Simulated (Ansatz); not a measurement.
A run for Ansatz (a first-principles code): R-wB97X-V/def2-TZVPP on CH6Cl2OSi2 (SMILES C[Si](Cl)(Cl)O[SiH3]).

Ansatz 0.2 input:
```yaml
crystal:
  periodic: [false, false, false]
  atoms:
    - {symbol: Si, position_ang: [-0.72121491, 0.14620973, 0.46449154]}
    - {symbol: O, position_ang: [0.72337713, -0.05375093, -0.23116656]}
    - {symbol: Si, position_ang: [2.35491524, 0.10674695, -0.04063639]}
    - {symbol: C, position_ang: [-2.07511222, -0.37428776, -0.67224269]}
    - {symbol: Cl, position_ang: [-0.93981091, 2.12811407, 0.98322031]}
    - {symbol: Cl, position_ang: [-0.77893085, -0.95638563, 2.20396113]}
    - {symbol: H, position_ang: [2.80738502, -0.72268260, 1.09634423]}
    - {symbol: H, position_ang: [2.98891920, -0.35527925, -1.29182440]}
    - {symbol: H, position_ang: [2.69012589, 1.52511839, 0.20687666]}
    - {symbol: H, position_ang: [-3.04727838, -0.23757088, -0.19845212]}
    - {symbol: H, position_ang: [-1.95821836, -1.42699536, -0.93428079]}
    - {symbol: H, position_ang: [-2.04425686, 0.22076328, -1.58629093]}
basis:
  gaussian:
    orbitals: def2-TZVPP
hamiltonian:
  xc: {name: wB97X-V}
scf: {lower_state_search: off}
```

It printed:

```
WARN ansatz: RAYON_NUM_THREADS=4 ignored (pool sized by the plan → 4); use --threads N
Functional definition: wB97X-V
these checks for a lower state are left out or cut short: stability, starts, cluster_reference, orbital_swaps, neighbouring_geometries, increment
integrals: 0.55 GiB planned
1887 factors; their error is unknown
integrals: 0.58 GiB planned
377 factors; integrals over basis functions are off by at most 1.7e-5 eV
mean field: 3.83 GiB planned
mean field evaluation 1: about -43978.2831 eV, gradient 5.7e1 eV
mean field evaluation 2: about -43978.5081 eV, gradient 5.8e1 eV
mean field evaluation 4: about -43983.9284 eV, gradient 2.0e0 eV
mean field evaluation 8: about -43983.9531 eV, gradient 1.0e-1 eV
mean field evaluation 16: about -43983.9994 eV, gradient 1.7e-4 eV
mean field -43983.99943448 eV, -1616.3821657914 hartree, gradient 1.5e-6 eV, S^2 0.000000; 0 other end points of the search recorded, 0 dependent functions left out
reference -43983.99943204 eV, -1616.3821657018 hartree; 41, 41 occupied and 273, 273 virtual orbitals, 1887 factors
Total energy: -43983.99943204 eV, -1616.3821657018 hartree
Checks for a lower state left out: stability, starts, cluster_reference, orbital_swaps, neighbouring_geometries, increment
```

The calculation finished and met its thresholds.

Cost: around 18 core-seconds (rough).
